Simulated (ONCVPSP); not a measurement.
**Sr: one change to an ONCV potential, before and after**

strontium, optimised norm-conserving Vanderbilt (ONCV), made with ONCVPSP 4.0.1 (revPBE, fully relativistic). Core [Kr], reference 5s1.5 (charge +0.5). Waves: 5s: rc 3.10 bohr, ncon 4, nbas 9, qcut 2.1 1/bohr, 2 projectors, debl 2.4 Ha; p scattering state at 0.22 Ha: rc 2.75 bohr, ncon 3, nbas 8, qcut 2.9 1/bohr, 3 projectors, debl 2.8 Ha; d scattering state at 0.19 Ha: rc 3.35 bohr, ncon 4, nbas 7, qcut 3.2 1/bohr, 2 projectors, debl 2.5 Ha. Local part: polynomial inside 1.75 bohr (lpopt 5, dvloc0 2 Ha). Core correction: Teter function, fcfact 4.75, rcfact 1.45.

Open shells are filled in proportion to 2j + 1.

In the d channel the program set the typed energies aside and used -0.140, 2.360 Ha (j = l + 1/2; the other j can differ).

Change: local potential polynomial inside 1.75 bohr (lpopt 5, dvloc0 -2.5 Ha).

Cutoffs: the cutoffs (Ha) at which the residual kinetic energy of the hardest occupied pseudo-wave falls to 1 and 0.1 mHa per electron; they do not see the model core or the augmentation charge, which bear on the density cutoff. Errors are all-electron minus pseudo energies relative to the spin-unpolarised reference configuration.

Question: How do hardness, ghosts and transferability respond?

Answer: The potential gets neither clearly harder nor softer (1.5 Ha and 2.2 Ha → 1.5 Ha and 2.2 Ha); the bound ghosts move from p to s; the lowest positive-energy flag moves from s at 21.9 eV to s at 77.9 eV; the number of tests that count goes from 3 to 4; the errors of the 3 common tests hardly move; the range in which the s phases agree widens (upper end 0.6 → 2.5); the range in which the p3/2 phases agree narrows (upper end 3.5 → 0.5). In the separable form a ghost depends on how the local part lies against the semilocal potential of the channel, so the choice of the local part can create or remove one.

| quantity | base | changed |
| --- | --- | --- |
| cutoff, loose | 1.5 Ha | 1.5 Ha |
| cutoff, tight | 2.2 Ha | 2.2 Ha |
| bound ghosts | p1/2 | s |
| GHOST(+) flags under 300 eV | s at 21.9 eV, p3/2 at 150.7 eV, p1/2 at 155.4 eV | s at 77.9 eV, p3/2 at 110.5 eV, d3/2 at 196.2 eV |
| tests counted (converged, no solver errors) | 3 of 4 | 4 of 4 |
| error for 5s2, meV [ΔE -2.31 eV] | -11 | -11 |
| error for 5s1, meV [ΔE 3.50 eV] | -18 | -18 |
| error for 5s1 5p1, meV [ΔE -0.06 eV] | +16 | +17 |
| s: phases at 3.14 bohr within 0.05 rad from the reference energy up to (Ha; the scan ends near 5) | 0.6 | 2.5 |
| p3/2: phases at 2.79 bohr within 0.05 rad from the reference energy up to (Ha; the scan ends near 5) | 3.5 | 0.5 |
| p1/2: phases at 2.79 bohr within 0.05 rad from the reference energy up to (Ha; the scan ends near 5) | n/a | n/a |
| d5/2: phases at 3.39 bohr within 0.05 rad from the reference energy up to (Ha; the scan ends near 5) | 0.5 | 0.4 |
| d3/2: phases at 3.39 bohr within 0.05 rad from the reference energy up to (Ha; the scan ends near 5) | 0.4 | 0.4 |
| rms error of d²Exc/dni dnj with the model core, mHa | 5.53 | 5.53 |

Base: The cutoffs count occupied waves only; projector 3 of the p channel, the hardest unoccupied one, needs 80 Ha at the loose tolerance. Tests not counted: 5s0 5p2 (no result). Changed file: The cutoffs count occupied waves only; projector 3 of the p channel, the hardest unoccupied one, needs 80 Ha at the loose tolerance. These tests converged, but a pseudo level misses the all-electron one widely, so the file describes the atom poorly there or has found another state: 5s0 5p2: empty 5s by 9.0 eV. A true bound ghost makes a file unfit for plane-wave use even where its test errors are small: the radial tests pick states by their node count and pass the ghost by.
